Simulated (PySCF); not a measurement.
C6H8N2 (charge +1 and doublet state).
Structure used (GFN2-xTB), in Å, numbered top down from 1:
```xyz
16
C6H8N2 angstrom
C      2.6243   -1.0764    0.0528
N      1.8458   -0.1454    0.3393
C      0.8796    0.5787   -0.1852
N      1.0160    1.6921   -0.7494
C     -0.5450    0.1896    0.2368
C     -0.7655    0.2253    1.7036
C     -1.4138   -0.0559   -0.7078
C     -2.2321   -0.3826   -1.6541
H      3.3390   -1.3879    0.8049
H      2.6302   -1.5980   -0.9029
H      0.2786    2.3023   -1.0566
H     -1.8083    0.0142    1.9303
H     -0.1141   -0.4959    2.1976
H     -0.5222    1.2098    2.1078
H     -2.1945   -1.3402   -2.1546
H     -3.0254    0.2792   -1.9741
```

The hyperfine couplings belong to this conformer and change with its torsions.

Identity: `[H]/N=C(N=C)\C(C)=[C]/[CH2+]` [radical] (charge +1).

The calculation used UKS B3LYP, pcH-1 on C H N, non-relativistic, mean-field spin-orbit, GIAO in PySCF 2.14.0. Geometry: GFN2-xTB, one conformer, isolated ion. The geometry wasn't refined by DFT: couplings that depend on bond lengths, twists or pyramidal angles can differ widely from those at the functional's own minimum, by a factor of two or more for some ions and for spin on atoms past the first row. The frame is twisted about the N2–C3 bond at this geometry (dihedral C1–N2–C3–N4 = -94°); couplings at other torsion angles weren't computed. Stability of the SCF solution: not tested.

(1) Where do the isotropic ENDOR lines of N4, H11, H16, H15, H12/H13/H14, H9 and H10 fall at 333.6 mT, to first order?

(2) Which pairs are centred on the nuclear Larmor frequency, and which on half the coupling?

(3) At what field would the lower line of N4 fall to zero frequency?

## Answers

(1) For S = 1/2 in fast tumbling each set of equivalent nuclei gives two lines, ν± = |νn ± a/2| to first order, with νn = g_N μN B/h and μN/h = 7.62259 MHz/T.

| nuclei | isotope | g_N | νn (MHz) | a_iso (MHz) | lower line (MHz) | upper line (MHz) |
| --- | --- | --- | --- | --- | --- | --- |
| N4 | 14N | 0.4038 | 1.03 | 58.52 | 28.23 | 30.29 |
| H11 | 1H | 5.5857 | 14.20 | 44.24 | 7.92 | 36.32 |
| H16 | 1H | 5.5857 | 14.20 | 36.50 | 4.05 | 32.45 |
| H15 | 1H | 5.5857 | 14.20 | 33.85 | 2.72 | 31.13 |
| H12/H13/H14 | 1H | 5.5857 | 14.20 | 17.76 | 5.32 | 23.09 |
| H9 | 1H | 5.5857 | 14.20 | 9.79 | 9.31 | 19.10 |
| H10 | 1H | 5.5857 | 14.20 | 6.26 | 11.08 | 17.33 |

(2) Centred on νn, since |a| < 2νn: H12/H13/H14, H9 and H10. Centred on |a|/2 and split by 2νn: N4, H11, H16 and H15.

(3) Where νn = |a|/2, that is B = 29.26 MHz/(0.4038 × 7.62259 MHz/T) = 9510 mT, as far as first order holds there.

Couplings of abundant isotopes left out: N2 (-1.9 MHz).

Nuclei that the bonding pattern makes equivalent are averaged, as if the motion that swaps them (rotation, inversion, ring flip) were fast. H15 and H16 aren't averaged: C8 is flat or nearly so (angle sum 360°), and its turn about the short C8–C7 bond (1.29 Å) is taken as slow. The three 1H nuclei of mean +17.8 MHz run from 13.1 to 24.5 MHz in the frozen geometry.

The SMILES draws the unpaired electron on C7; the largest computed Mulliken spin population is on N4 (0.57 against 0.15).
